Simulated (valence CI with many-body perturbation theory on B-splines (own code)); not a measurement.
E1 line list for Nd55+

Calculated by valence CI with perturbative core correlation (CI+MBPT): three valence electrons over a frozen Dirac-Fock core [He], radial functions for each j: 11 s, 11 p, 9 d, 7 f, 5 g, 2 h, 1 i, with the one-electron correlation potential Σ1 (screened to all orders), the two-electron term Σ2, the three-electron term Σ3, Breit, model QED; selected single and double excitations, second order for the rest (own B-spline code, finite nucleus).

No measured spectrum was set against this ion. As an estimate, large intervals hold to a few tenths of a per cent, small ones and those within an open d or f shell to about a per cent.

Lines 201 to 250 of 280 in falling wavelength, among levels below 7830.1 eV, chosen from the strongest by gf and those to the six lowest levels. Wavelengths and rates use the calculated energies. Electric multipoles are in the length gauge, E1 and E2 with the static RPA response of the core. Weak lines are less certain than strong ones. Lines between different terms over intervals too small for the method are left out, as are lines whose strength nearly cancels. The highest levels of a list are the least certain.

Levels are named by their leading jj configuration (3d3/2^4 stands for four electrons in 3d with j = 3/2), which in mixed levels can hold well under half, so a name can repeat and another be missing. Letters in brackets count levels of one name in rising energy.

| λ vac (nm) | Upper | Lower | A (s⁻¹) | S (a.u.) |
| --- | --- | --- | --- | --- |
| 0.1829 | (2p1/2 2p3/2 3d3/2) J=3/2 [b] | (2p1/2^2 2p3/2) J=3/2 | 6.55e+14 | 7.91e-03 |
| 0.1828 | (2p1/2 2p3/2 3p1/2) J=3/2 [b] | (2s 2p1/2 2p3/2) J=3/2 [b] | 8.04e+13 | 9.70e-04 |
| 0.1828 | (2p1/2 2p3/2 3p1/2) J=3/2 [b] | (2s 2p1/2 2p3/2) J=1/2 | 1.77e+13 | 2.13e-04 |
| 0.1827 | (2p1/2^2 3p1/2) J=1/2 | (2s 2p1/2^2) J=1/2 | 7.78e+14 | 4.68e-03 |
| 0.1827 | (2p1/2 2p3/2 3d3/2) J=1/2 [b] | (2p1/2^2 2p3/2) J=3/2 | 7.87e+14 | 4.74e-03 |
| 0.1826 | (2p1/2 2p3/2 3p1/2) J=3/2 [a] | (2s 2p1/2 2p3/2) J=5/2 | 1.17e+14 | 1.41e-03 |
| 0.1823 | (2p1/2 2p3/2 3p1/2) J=5/2 | (2s 2p1/2 2p3/2) J=5/2 | 4.05e+14 | 7.26e-03 |
| 0.1822 | (2s 2p3/2 3d5/2) J=3/2 [a] | (2s 2p1/2 2p3/2) J=3/2 [b] | 9.96e+13 | 1.19e-03 |
| 0.1821 | (2s 2p3/2 3d5/2) J=3/2 [a] | (2s 2p1/2 2p3/2) J=1/2 | 1.40e+14 | 1.67e-03 |
| 0.1821 | (2s 2p1/2 3p1/2) J=1/2 [b] | (2s^2 2p1/2) J=1/2 | 9.73e+13 | 5.80e-04 |
| 0.1820 | (2s 2p1/2 3d3/2) J=3/2 [b] | (2s 2p1/2^2) J=1/2 | 7.33e+14 | 8.72e-03 |
| 0.1819 | (2s 2p3/2 3d3/2) J=5/2 [a] | (2s 2p1/2 2p3/2) J=5/2 | 6.38e+13 | 1.14e-03 |
| 0.1819 | (2s 2p3/2 3d3/2) J=7/2 | (2s 2p1/2 2p3/2) J=5/2 | 6.07e+14 | 1.44e-02 |
| 0.1818 | (2s 2p3/2 3d3/2) J=3/2 [a] | (2s 2p1/2 2p3/2) J=5/2 | 8.43e+13 | 1.00e-03 |
| 0.1818 | (2p1/2 2p3/2 3p1/2) J=1/2 | (2s 2p1/2 2p3/2) J=3/2 [a] | 4.52e+14 | 2.68e-03 |
| 0.1817 | (2s 2p1/2 3d3/2) J=1/2 | (2s 2p1/2^2) J=1/2 | 3.29e+14 | 1.95e-03 |
| 0.1817 | (2p1/2 2p3/2 3p1/2) J=3/2 [a] | (2s 2p1/2 2p3/2) J=3/2 [a] | 3.56e+14 | 4.21e-03 |
| 0.1816 | (2s 2p3/2 3d5/2) J=1/2 | (2s 2p1/2 2p3/2) J=1/2 | 2.14e+14 | 1.27e-03 |
| 0.1815 | (2s 2p3/2 3d3/2) J=5/2 [b] | (2s 2p1/2 2p3/2) J=3/2 [b] | 5.69e+14 | 1.01e-02 |
| 0.1814 | (2p1/2 2p3/2 3p1/2) J=5/2 | (2s 2p1/2 2p3/2) J=3/2 [a] | 1.93e+14 | 3.40e-03 |
| 0.1814 | (2s 2p3/2 3d3/2) J=3/2 [b] | (2s 2p1/2 2p3/2) J=3/2 [b] | 1.63e+14 | 1.92e-03 |
| 0.1813 | (2s 2p3/2 3d3/2) J=3/2 [b] | (2s 2p1/2 2p3/2) J=1/2 | 1.95e+14 | 2.30e-03 |
| 0.1813 | (2p1/2 2p3/2 3p1/2) J=3/2 [b] | (2s 2p1/2 2p3/2) J=5/2 | 1.36e+14 | 1.59e-03 |
| 0.1813 | (2s 2p3/2 3p1/2) J=1/2 | (2s^2 2p3/2) J=3/2 | 1.56e+14 | 9.18e-04 |
| 0.1812 | (2s 2p3/2 3p1/2) J=3/2 [b] | (2s^2 2p3/2) J=3/2 | 1.13e+14 | 1.33e-03 |
| 0.1812 | (2s 2p3/2 3d3/2) J=1/2 [b] | (2s 2p1/2 2p3/2) J=1/2 | 3.27e+14 | 1.92e-03 |
| 0.1810 | (2s^2 3d3/2) J=3/2 | (2s^2 2p1/2) J=1/2 | 5.62e+14 | 6.58e-03 |
| 0.1810 | (2s 2p3/2 3d3/2) J=5/2 [a] | (2s 2p1/2 2p3/2) J=3/2 [a] | 1.17e+14 | 2.06e-03 |
| 0.1809 | (2s 2p3/2 3d3/2) J=3/2 [a] | (2s 2p1/2 2p3/2) J=3/2 [a] | 2.52e+14 | 2.95e-03 |
| 0.1809 | (2s 2p3/2 3d3/2) J=1/2 [a] | (2s 2p1/2 2p3/2) J=3/2 [a] | 3.74e+14 | 2.19e-03 |
| 0.1807 | (2s 2p3/2 3d5/2) J=5/2 [a] | (2s 2p1/2 2p3/2) J=5/2 | 1.79e+12 | 3.12e-05 |
| 0.1807 | (2s 2p3/2 3d5/2) J=3/2 [a] | (2s 2p1/2 2p3/2) J=5/2 | 3.04e+12 | 3.54e-05 |
| 0.1806 | (2s 2p1/2 3d5/2) J=3/2 | (2s 2p1/2^2) J=1/2 | 1.41e+12 | 1.64e-05 |
| 0.1805 | (2s 2p3/2 3d5/2) J=7/2 [a] | (2s 2p1/2 2p3/2) J=5/2 | 2.14e+13 | 4.97e-04 |
| 0.1804 | (2p1/2 2p3/2 3p1/2) J=3/2 [b] | (2s 2p1/2 2p3/2) J=3/2 [a] | 2.45e+13 | 2.84e-04 |
| 0.1800 | (2s 2p3/2 3d3/2) J=5/2 [b] | (2s 2p1/2 2p3/2) J=5/2 | 1.30e+12 | 2.25e-05 |
| 0.1799 | (2s 2p3/2 3d3/2) J=3/2 [b] | (2s 2p1/2 2p3/2) J=5/2 | 8.35e+11 | 9.59e-06 |
| 0.1798 | (2s 2p3/2 3d5/2) J=5/2 [a] | (2s 2p1/2 2p3/2) J=3/2 [a] | 4.60e+11 | 7.91e-06 |
| 0.1796 | (2p1/2 2p3/2 3s) J=3/2 [a] | (2s^2 2p3/2) J=3/2 | 2.76e+13 | 3.15e-04 |
| 0.1795 | (2p1/2 2p3/2 3p3/2) J=1/2 [a] | (2s 2p1/2 2p3/2) J=1/2 | 1.26e+14 | 7.20e-04 |
| 0.1794 | (2p1/2 2p3/2 3s) J=1/2 | (2s^2 2p3/2) J=3/2 | 4.07e+13 | 2.32e-04 |
| 0.1794 | (2p1/2 2p3/2 3p3/2) J=3/2 [a] | (2s 2p1/2 2p3/2) J=3/2 [b] | 9.03e+13 | 1.03e-03 |
| 0.1793 | (2p1/2 2p3/2 3p3/2) J=3/2 [a] | (2s 2p1/2 2p3/2) J=1/2 | 6.73e+13 | 7.67e-04 |
| 0.1792 | (2p1/2 2p3/2 3s) J=5/2 | (2s^2 2p3/2) J=3/2 | 4.88e+13 | 8.32e-04 |
| 0.1791 | (2p1/2^2 3s) J=1/2 | (2s^2 2p1/2) J=1/2 | 8.51e+13 | 4.83e-04 |
| 0.1791 | (2s 2p3/2 3d3/2) J=5/2 [b] | (2s 2p1/2 2p3/2) J=3/2 [a] | 4.56e+12 | 7.76e-05 |
| 0.1791 | (2s 2p3/2 3d5/2) J=7/2 [b] | (2s 2p1/2 2p3/2) J=5/2 | 8.92e+12 | 2.02e-04 |
| 0.1791 | (2p1/2 2p3/2 3s) J=3/2 [b] | (2s^2 2p3/2) J=3/2 | 6.39e+13 | 7.24e-04 |
| 0.1789 | (2s 2p1/2 3p3/2) J=3/2 [a] | (2s^2 2p1/2) J=1/2 | 8.07e+13 | 9.13e-04 |
| 0.1789 | (2p1/2 2p3/2 3p3/2) J=3/2 [b] | (2s 2p1/2 2p3/2) J=1/2 | 5.36e+13 | 6.06e-04 |
